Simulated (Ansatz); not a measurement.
Basis-set extrapolation for C$_{6}$H$_{10}$O$_{2}$ (`CC(=O)C(C)C(C)=O`) (PBE0-D4/def2-TZVP geometry, frozen core, Ansatz). Multiplicity 1, RHF reference.

|  | def2-TZVPP | def2-QZVPP |
| --- | --- | --- |
| HF | -382.912957 | -382.930271 |
| MP2 correlation | -1.462459 | -1.562626 |
| CCSD(T) correlation | -1.576107 | not run |

Energies in hartree. Use E(X) = E(∞) + A·exp(−7.88·√X) for Hartree–Fock and E(X) = E(∞) + B·X^(−2.97) for correlation, with X = 3 and 4, and add CCSD(T) minus MP2 of the smaller set to the MP2 limit.

**Question.** What is the CCSD(T) energy at the basis-set limit?

**Answer.** HF limit: -382.930271 + (-0.017314) × 0.13774 = -382.93266. MP2 limit: -1.562626 + (-0.100167) × 0.74074 = -1.63682. Higher-order term: -1.576107 − (-1.462459) = -0.11365. Total: -384.68313 hartree, 121.8 kcal/mol below CCSD(T)/def2-TZVPP.
